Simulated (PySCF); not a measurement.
Ge(SiH3)2Me2, C2H12GeSi2.
Z-matrix (Å and degrees, PBE0-D3(BJ)/def2-SVP geometry), rows numbered from 1:
```
Ge
Si  1  2.3874
H   2  1.4980  1  110.98
H   2  1.4968  1  110.90  3  -120.28
H   2  1.4972  1  110.28  3   119.85
Si  1  2.3861  2  108.82  3   177.26
H   6  1.4971  1  110.61  2    53.26
H   6  1.4969  1  110.71  2   -66.71
H   6  1.4986  1  110.89  2   173.20
C   1  1.9650  2  110.01  3    57.14
H  10  1.1003  1  110.13  2   179.55
H  10  1.0994  1  110.76  2    59.48
H  10  1.1001  1  110.21  2   -60.71
C   1  1.9654  2  109.50  3   -63.15
H  14  1.1003  1  110.28  2    60.38
H  14  1.0996  1  110.68  2   -59.78
H  14  1.1001  1  110.09  2  -179.76
```

Theory: delta-SCF UKS SCAN, pcX-2 on the ionised atom, pcseg-1 elsewhere, spin-free X2C (PySCF 2.14.0). Binding energies are ΔSCF values: E(core-ionised, relaxed orbitals) − E(ground state) at a fixed geometry, referred to the vacuum level.

One binding energy is withheld.

| atom(s) | bonded to | level | binding energy (eV) |
| --- | --- | --- | --- |
| C10/C14 | 3 H and Ge | C 1s | 290.02 |
| Si2/Si6 | 3 H and Ge | Si 1s | 1845.89 |
| Si2/Si6 | 3 H and Ge | Si 2p3/2 | ? |

Q: What is the Si 2p3/2 binding energy of Si2/Si6?

A: 106.20 eV (silicon bonded to Ge and 3 H), with 2p1/2 at 106.82 eV.

Q: What is the longest wavelength that can ionise Si 2p3/2 of Si2/Si6 vertically?

A: λ = hc/E = 12398.42 eV Å / 106.20 eV = 116.746 Å.

Topologically equivalent atoms share the value of their first member; where this conformer doesn't relate them by symmetry, their own values could differ. 2p3/2 and 2p1/2 are the ΔSCF energy of one spin-free 2p hole plus the eigenvalues of a spin–orbit and ligand-field matrix of the shell. 2p1/2 minus 2p3/2 (ligand field included): Si 0.62 eV. No level of germanium is listed. Isolated species at its PBE0-D3(BJ)/def2-SVP geometry, gas phase.
